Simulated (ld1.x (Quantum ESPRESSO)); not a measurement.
## Reading a pseudo-wave (H)

Columns: radius, all-electron u(r) and pseudo u(r) of the 1s shell (level -6.53 eV) of hydrogen in the configuration 1s1; BLYP, scalar-relativistic, TM scheme, ld1.x (Quantum ESPRESSO) 7.5.

```
r (bohr)  all-electron  pseudo
   0.057        0.1049  0.0851
   0.115        0.1991  0.1700
   0.172        0.2807  0.2503
   0.230        0.3533  0.3271
   0.288        0.4165  0.3977
   0.345        0.4703  0.4599
   0.402        0.5166  0.5142
   0.460        0.5568  0.5610
   0.518        0.5908  0.5993
   0.575        0.6187  0.6292
   0.632        0.6417  0.6523
   0.690        0.6606  0.6698
   0.747        0.6752  0.6822
   0.805        0.6865  0.6911
   0.862        0.6944  0.6970
   0.920        0.6996  0.7008
   0.977        0.7022  0.7026
   1.035        0.7026  0.7026
   1.092        0.7010  0.7010
   1.150        0.6976  0.6976
   1.208        0.6927  0.6927
   1.265        0.6865  0.6865
   1.322        0.6791  0.6791
   1.380        0.6706  0.6706
   1.438        0.6612  0.6612
   1.495        0.6512  0.6512
```

(1) How many radial nodes do the two functions have?

(2) At about which radius was the pseudo-wave matched?

(3) Where does each function peak?

(4) Is the pseudo-wave norm-conserving?

Results:

(1) The all-electron 1s function has n − l − 1 = 0; the pseudo-wave has 0.

(2) 1.15 bohr. The columns agree to 0.0005 from 0.98 bohr on; several derivatives are matched, so the curves merge somewhat inside the radius.

(3) Outermost all-electron maximum near 1.03 bohr, pseudo maximum near 0.98 bohr (to the table’s step).

(4) Yes: the TM scheme keeps the norm inside the radius equal to the all-electron one, which fixes the energy derivative of the logarithmic derivative at the level.
